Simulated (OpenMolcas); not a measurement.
# 5d along the 69-electron sequence

```yaml
Program: OpenMolcas 26.06
Method: CASSCF
Basis: ANO-RCC-VTZP
Scalar_Hamiltonian: DKH2, point nucleus
Spin-orbit_coupling: state interaction with AMFI integrals over the reference wave functions, term energies averaged over their components
```

Active space for each ion: 1 electron in 5 orbitals (5d).

Computed levels in cm-1 above ²D_3/2:

| Level | Hf3+ | W5+ | Re6+ | Os7+ |
| --- | --- | --- | --- | --- |
| ²D_5/2 | 4908 | 8927 | 11160 | 13948 |
| weight of ²D in the lowest level (%) | 100 | 100 | 100 | 100 |

Measured, with the error of the calculation in %. Measured levels: W5+ from the list in J. Phys. B 45, 035002 (2012).

```
 Level          W5+
²D_5/2  8709 (+2.5)
```

The fine-structure level ²D_5/2 changes by a factor of 2.84 from Hf3+ to Os7+. Its fourth root runs 8.37, 9.72, 10.28, 10.87, with steps per unit of Z of 0.68, 0.56, 0.59; equal steps would mean a (Z - σ)^4 law with constant σ.

With one active electron the reference holds no correlation, so core polarisation is missing. Computed and measured levels are paired by configuration, term and J; levels that our copy of the source lacks, or whose pairing is in doubt (as where it misses far off the trend of its configuration), stay unpaired and out of the deviations. Only configurations of the active space appear.
